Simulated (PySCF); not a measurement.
CH5AlF3NS.
Geometry (GFN2-xTB, Å), atoms numbered from 1 in this order:
```xyz
12
CH5AlF3NS angstrom
N      2.1575    0.0832    0.0592
Al     0.2489   -0.6044    0.0230
S     -0.6524    1.4750    0.3252
C     -2.1076    0.4869    0.3171
F     -2.7560    0.4659    1.4785
F     -2.9954    0.8375   -0.6094
F     -1.8303   -0.8436    0.0510
H      2.3535    0.6262    0.9012
H      2.3709    0.6698   -0.7481
H      2.7867   -0.7142    0.0457
H      0.1713   -1.0730   -1.4499
H      0.2539   -1.4101    1.3453
```

The closed-shell SCF was solved with PySCF and density fitting under several settings on one GFN2-xTB geometry (grid level 2 and gas phase unless stated).

| settings | basis functions | SCF cycles | E (Eh) | HOMO (eV) | LUMO (eV) | dipole (D) |
| --- | --- | --- | --- | --- | --- | --- |
| PBE0/pcSseg-1 | 158 | 13 | -1035.3705 | -7.06 | -0.26 | 6.66 |
| CAM-B3LYP/def2-SVPD | 200 | 13 | -1035.5089 | -8.43 | -0.11 | 6.56 |
| PBE0/pcSseg-1, level shift 0.1 Eh | 158 | 10 | -1035.3705 | -7.06 | -0.26 | 6.66 |

Task: Estimate the row for these settings: X3LYP/aug-cc-pVDZ.

Result: 
| settings | basis functions | SCF cycles | E (Eh) | HOMO (eV) | LUMO (eV) | dipole (D) |
| --- | --- | --- | --- | --- | --- | --- |
| X3LYP/aug-cc-pVDZ | 214 | 13 | -1035.9455 | -6.87 | -1.36 | 6.37 |

Task: Over all rows, what range does the HOMO–LUMO gap span?

Result: From 5.51 eV (X3LYP/aug-cc-pVDZ) to 8.32 eV (CAM-B3LYP/def2-SVPD). The functional of the narrowest has 22 % exact exchange, that of the widest range-separated exact exchange.

Task: And the dipole moment?

Result: From 6.37 D to 6.66 D; the largest is 1.05 times the smallest, and the median is 6.61 D.

Cycle counts include a coarse-grid stage where the run had one.

One conformer stands for the species.
